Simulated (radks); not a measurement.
Pm+, 60 electrons, occupied as [Xe] 4f3 6s1 6p2 (not the ground configuration). All-electron calculation, scalar-relativistic Kohn-Sham, BLYP, spin-polarised, spherical densities, finite nucleus; open shells are filled with parallel spins first (spin-orbit coupling, left out, can overturn this in heavy ions); Fermi nuclear charge, rms radius 4.962 fm. Program: a radial shooting solver on a logarithmic mesh with Libxc functionals.

Unscreened Slater integrals over Kohn-Sham orbitals (cm^-1). They are taken over the spin-up orbitals.

F0(6p,6p): 48956
F2(6p,6p): 27064
F0(6p,6s): 52926
G1(6p,6s): 33956
F0(6p,4f): 64092
F2(6p,4f): 8873.4
G2(6p,4f): 2292.5
G4(6p,4f): 2102.9
F0(6p,5p): 61212
F2(6p,5p): 15679
G0(6p,5p): 2957.2
G2(6p,5p): 4034.1
F0(6s,6s): 58644
F0(6s,4f): 75804
G3(6s,4f): 3045.4
F0(6s,5p): 71723
G1(6s,5p): 5894.2
F0(4f,4f): 231380
F2(4f,4f): 110660
F4(4f,4f): 69557
F6(4f,4f): 50076
F0(4f,5p): 150510
F2(4f,5p): 53699
G2(4f,5p): 27403
G4(4f,5p): 21501
F0(5p,5p): 126010
F2(5p,5p): 68097

Derived for the open shells (J is the average intra-shell exchange parameter used in DFT+U). 4f: F4/F2 = 0.629, F6/F2 = 0.453, J = (286 F2 + 195 F4 + 250 F6)/6435 = 8971 cm^-1. 6p: J = F2/5 = 5413 cm^-1.
